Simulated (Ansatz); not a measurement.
Ansatz (a program for electronic structure) input (MP2/cc-pV(T+d)Z): A basis named .json is the Basis Set Exchange file of that set (core-valence sets with the plain set on hydrogen).

Ansatz 0.2 input:
```yaml
crystal:
  periodic: [false, false, false]
  atoms:
    - {symbol: N, position_ang: [-0.00000000, -0.00000000, -0.90472069]}
    - {symbol: P, position_ang: [0.00000000, 0.00000000, 0.55016401]}
    - {symbol: H, position_ang: [-0.00000000, -0.00000000, -1.91941528]}
basis:
  gaussian:
    orbitals: cc-pV_T+d_Z.json
    fitting: {mean_field: def2-universal-jkfit, correlation: aug-cc-pVQZ-RIFIT.json}
total_charge: 1
magnetization: {spin_polarized: false}
correlation: {method: mp2, electrons: outside_noble_gas}
```

Output:

```
Functional definition: HF
integrals: 0.02 GiB planned
223 factors; integrals over basis functions are off by at most 1.1e0 eV
442 factors; integrals over basis functions are off by at most 4.5e-1 eV
mean field: 0.10 GiB planned
mean field evaluation 1: about -10754.4004 eV, gradient 6.3e1 eV
mean field evaluation 2: about -10753.3271 eV, gradient 6.4e1 eV
mean field evaluation 4: about -10762.2885 eV, gradient 9.5e-1 eV
mean field evaluation 8: about -10762.2928 eV, gradient 1.7e-6 eV
mean field -10762.29278632 eV, -395.5069649531 hartree, gradient 1.7e-6 eV, S^2 0.000000; 0 other end points of the search recorded, 0 dependent functions left out; unrestricted orbitals would lower it
6 core orbitals not correlated
reference -10762.29278632 eV, -395.5069649531 hartree; 5, 5 occupied and 72, 72 virtual orbitals, 442 factors
second order -8.93405062 eV of doubles, -0.00000000 eV of singles
Total energy: -10771.22683694 eV, -395.8352852577 hartree
```
